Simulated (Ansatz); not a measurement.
Two isomers of CH4F2OSi: A = `OC[SiH](F)F`, B = `FC(F)O[SiH3]`.

Gas-phase electronic energies from Ansatz, PBE0-D4/def2-TZVP geometries. CCSD(T)/CBS adds triple-zeta CCSD(T) − MP2 to the extrapolated MP2 energy (def2 sets, frozen cores). DFT in def2-TZVPP. B3LYP here is the variant with VWN-RPA as its local correlation; programs differ in this. Each species was taken in one conformer, which may not be the lowest.

**Question.** Which is lower in electronic energy at CCSD(T)/CBS, and by how much? (Best estimate.)

**Answer.** Computed: A, by 254.8 kJ/mol.

**Question.** Give E(B) − E(A) in kJ/mol with CCSD/def2-TZVPP, HF/def2-TZVPP, PBE-D4, ωB97M-V, MP2/def2-TZVPP, B3LYP, B2PLYP. (Best estimate.)

**Answer.** The calculation gave: CCSD/def2-TZVPP 243.4, HF/def2-TZVPP 226.1, PBE-D4 232.7, ωB97M-V 239.6, MP2/def2-TZVPP 255.2, B3LYP 238.8, B2PLYP 244.4. None reverses the order clearly.

Largest T1 diagnostic: 0.012.

In def2-TZVPP, CCSD(T) changes the Hartree–Fock value by +16.1 kJ/mol (the triples alone add −1.2 kJ/mol) and MP2 by +29.1 kJ/mol.
